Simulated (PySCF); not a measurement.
# Frontier levels across methods

CH6BNO2.
Geometry (PBE0-D3(BJ)/def2-SVP, Å), atoms numbered from 1 in this order:
```xyz
11
CH6BNO2 angstrom
C      1.4674    0.0227    0.5186
N      0.2962    0.5766   -0.1069
B     -0.8748   -0.1546   -0.4198
O     -0.9219   -1.4927   -0.1281
O     -1.9824    0.4119   -1.0113
H      1.3240   -1.0581    0.6488
H      2.3779    0.1678   -0.0899
H      1.6616    0.4550    1.5171
H      0.3334    1.5720   -0.2790
H     -1.7583   -1.8704   -0.4144
H     -1.8838    1.3452   -1.2112
```

Basis pcSseg-2 throughout (PySCF), one geometry. Geometry: PBE0-D3(BJ)/def2-SVP, one conformer, isolated molecule.

Problem. How do the orbital energies, the gap and the dipole change with the method?

Solution. 
```json
{"method": "BLYP", "kind": "GGA", "HOMO (eV)": "-5.45", "LUMO (eV)": "-0.59", "gap (eV)": "4.86", "μ (D)": "1.88", "SCF cycles": "15"}
{"method": "OPBE", "kind": "GGA", "HOMO (eV)": "-5.50", "LUMO (eV)": "-0.40", "gap (eV)": "5.10", "μ (D)": "1.83", "SCF cycles": "15"}
{"method": "PBE", "kind": "GGA", "HOMO (eV)": "-5.55", "LUMO (eV)": "-0.54", "gap (eV)": "5.01", "μ (D)": "1.87", "SCF cycles": "15"}
{"method": "B97-D", "kind": "GGA", "HOMO (eV)": "-5.55", "LUMO (eV)": "-0.38", "gap (eV)": "5.17", "μ (D)": "1.86", "SCF cycles": "15"}
{"method": "KT2", "kind": "GGA", "HOMO (eV)": "-5.65", "LUMO (eV)": "-0.53", "gap (eV)": "5.12", "μ (D)": "1.82", "SCF cycles": "15"}
{"method": "BP86", "kind": "GGA", "HOMO (eV)": "-5.66", "LUMO (eV)": "-0.40", "gap (eV)": "5.26", "μ (D)": "1.87", "SCF cycles": "15"}
{"method": "KT3", "kind": "GGA", "HOMO (eV)": "-5.66", "LUMO (eV)": "-0.72", "gap (eV)": "4.94", "μ (D)": "1.81", "SCF cycles": "15"}
{"method": "LDA", "kind": "LDA", "HOMO (eV)": "-5.69", "LUMO (eV)": "-0.63", "gap (eV)": "5.06", "μ (D)": "1.93", "SCF cycles": "15"}
{"method": "B97-2", "kind": "global hybrid", "HOMO (eV)": "-6.69", "LUMO (eV)": "0.26", "gap (eV)": "6.96", "μ (D)": "1.90", "SCF cycles": "13"}
{"method": "B3LYP", "kind": "global hybrid", "HOMO (eV)": "-6.74", "LUMO (eV)": "-0.12", "gap (eV)": "6.61", "μ (D)": "1.92", "SCF cycles": "13"}
{"method": "PBE0", "kind": "global hybrid", "HOMO (eV)": "-6.96", "LUMO (eV)": "0.23", "gap (eV)": "7.19", "μ (D)": "1.92", "SCF cycles": "12"}
{"method": "mPW1PW91", "kind": "global hybrid", "HOMO (eV)": "-6.99", "LUMO (eV)": "0.22", "gap (eV)": "7.21", "μ (D)": "1.91", "SCF cycles": "12"}
{"method": "BHandHLYP", "kind": "global hybrid", "HOMO (eV)": "-8.31", "LUMO (eV)": "0.73", "gap (eV)": "9.04", "μ (D)": "1.96", "SCF cycles": "12"}
{"method": "CAM-B3LYP", "kind": "range-separated hybrid", "HOMO (eV)": "-8.40", "LUMO (eV)": "0.88", "gap (eV)": "9.27", "μ (D)": "1.95", "SCF cycles": "13"}
{"method": "wB97X-D", "kind": "range-separated hybrid", "HOMO (eV)": "-8.85", "LUMO (eV)": "1.98", "gap (eV)": "10.83", "μ (D)": "1.93", "SCF cycles": "13"}
{"method": "LC-wPBE", "kind": "range-separated hybrid", "HOMO (eV)": "-9.77", "LUMO (eV)": "2.08", "gap (eV)": "11.85", "μ (D)": "1.96", "SCF cycles": "14"}
{"method": "HF", "kind": "Hartree–Fock", "HOMO (eV)": "-10.41", "LUMO (eV)": "2.42", "gap (eV)": "12.83", "μ (D)": "1.99", "SCF cycles": "10"}
```

The HOMO spans 4.96 eV, from BLYP down to HF, and the gap runs from 4.86 eV (BLYP) to 12.83 eV (HF). Over the methods BLYP (0 %), OPBE (0 %), PBE (0 %), B97-D (0 %), KT2 (0 %), BP86 (0 %), KT3 (0 %), LDA (0 %), B97-2 (21 %), B3LYP (20 %), PBE0 (25 %), mPW1PW91 (25 %), BHandHLYP (50 %), HF (100 %), a straight line through the gap against the share of exact exchange rises by 0.78 eV for each 10 % (correlation coefficient 0.998). The dipole ranges from 1.81 D (KT3) to 1.99 D (HF). This basis has no diffuse functions.
